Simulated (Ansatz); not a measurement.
`N[SiH](O)[Si](N)(Cl)Cl` + HCl → `N[SiH](Cl)[Si](N)(Cl)Cl` + H₂O  (ligand exchange at the Si–O bond)

Isolated molecules relaxed with PBE0-D4/def2-TZVP in Ansatz; ΔE leaves out vibrations. CCSD(T)/CBS is the MP2 limit (def2-TZVPP, def2-QZVPP) plus CCSD(T) − MP2 in def2-TZVPP, frozen cores. This one scheme is used for every species. Functionals use def2-TZVPP. B3LYP here is the variant with VWN-RPA as its local correlation; programs differ in this. Each species was taken in one conformer, which may not be the lowest.

| level | ΔE (kJ/mol) |
| --- | --- |
| B3LYP-D4 | -8.3 |
| ωB97X-V | -7.9 |
| B2PLYP | -4.8 |
| PBE | -11.1 |
| r2SCAN | -8.5 |
| HF/def2-TZVPP | -2.2 |
| CCSD(T)/def2-TZVPP | -4.5 |
| SCS-MP2/def2-QZVPP | -9.2 |

**Question.** What does CCSD(T)/CBS give? (Estimate.)

**Answer.** Ansatz gave: -11.5 kJ/mol. The listed levels differ from it by 3.2, 3.6, 6.7, 0.4, 3.0, 9.3, 7.0, 2.3 kJ/mol.

Largest T1 diagnostic among the species: 0.011.

The D4 term adds −4.6 kJ/mol with B3LYP and −2.4 kJ/mol with PBE0; it sums over pairs of atoms, weighted by their polarisabilities, and B3LYP, whose exchange is more repulsive, gets the larger term.
